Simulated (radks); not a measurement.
Values are calculated unless marked as measured or tabulated.
Task: Species: Zn V. Configuration: [Ar] 3d8. Level of theory: Dirac Kohn-Sham, BLYP, spin-unpolarised, spherical densities, finite nucleus; open shells are shared between the two j in proportion to 2j + 1; Fermi nuclear charge, rms radius 3.9283 fm (a radial shooting solver on a logarithmic mesh with Libxc functionals). Some entries of the table are withheld. Estimate them.

orbital,occ.,eigenvalue (hartree),<1/r> (bohr^-1)
1s1/2,2,-352.5486,(1)
2s1/2,2,-45.06865,6.620
2p1/2,2,(2),(3)
2p3/2,4,(4),(5)
3s1/2,2,-7.14683,2.124
3p1/2,2,-5.52953,2.002
3p3/2,4,-5.41196,1.965
3d3/2,3.2,-2.70308,1.670
3d5/2,4.8,-2.68728,1.661

Result: 
(1) 1s1/2 <1/r> (bohr^-1): 30.23
(2) 2p1/2 eigenvalue (hartree): -39.99578
(3) 2p1/2 <1/r> (bohr^-1): 6.579
(4) 2p3/2 eigenvalue (hartree): -39.11792
(5) 2p3/2 <1/r> (bohr^-1): 6.421
